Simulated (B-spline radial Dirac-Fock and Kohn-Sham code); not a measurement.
Z = 17 (chlorine), transition energy 33.5 keV. These are calculated numbers from a B-spline atomic structure program; the model is a Dirac-Hartree-Slater potential of the neutral atom with a Latter tail (no hole, which puts coefficients of high multipoles low close above an edge), finite nucleus with surface currents. Subshells that would emit electrons below 1 keV are left out.

Q: A pure transition shows α(K) = 97.4, L1/L2 = 9.81 and L1/L3 = 4.93. What is its multipolarity?
A. M4
B. E2
C. E3
D. E1
E. M2
F. M1
G. M3
H. E4

A: G. For comparison, α(K), L1/L2, L1/L3 are E1 0.428, 42.1, 22.3; E2 13.3, 11.0, 6.15; E3 342, 3.27, 1.89; E4 8460, 1.32, 0.769; M1 0.126, 33.1, 66.8; M2 3.60, 16.3, 16.1; M4 2650, 6.69, 2.32.
